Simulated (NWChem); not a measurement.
# Polarisability of PbS

```
Pb
S 1 2.3407
```
Charge 0, spin multiplicity 1.

The numbers come from NWChem runs, not from measurements. The geometry was optimised at PBE/def2-SVP with def2 effective core potentials on Pb, a minimum by its harmonic frequencies.

Basis set: def2-SVPD. Static limit.

Effective core potentials replace the inner electrons of Pb; spin-orbit coupling is left out. The correlated methods keep 9 core orbitals frozen. B3LYP has NWChem's definition, with VWN1-RPA local correlation. The structure started from a generated list of species. Coupled-cluster values serve here as a point of comparison, not as the truth.

| method | isotropic polarisability (bohr³) |
|---|---|
| HF | ? |
| PBE | 69.74 |
| BHandHLYP | ? |
| B3LYP | ? |
| CCSD linear response | 74.08 |

**Question.** Fill in the missing entries.

**Answer.** 
- HF, isotropic polarisability (bohr³): 67.39
- BHandHLYP, isotropic polarisability (bohr³): 67.61
- B3LYP, isotropic polarisability (bohr³): 69.06
